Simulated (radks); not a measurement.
The numbers below are computed, except where a source is named.
Task: The europium ion Eu8+ is in [Kr] 4d10 4f3 5s2 5p4. Level of theory: scalar-relativistic Kohn-Sham, BLYP, spin-polarised, spherical densities, finite nucleus; Fermi nuclear charge, rms radius of each element as measured or else 0.836 A^(1/3) + 0.57 fm (a radial shooting solver on a logarithmic mesh with Libxc functionals). Open shells are filled with parallel spins first. One electron is removed from 5p, 5s, 4d, 4f in turn, with full relaxation. Which removal costs least, and what does each cost?

Result: 5p 137.25 eV; 4f 150.22 eV; 5s 164.59 eV; 4d 284.92 eV. The 5p electron leaves first.
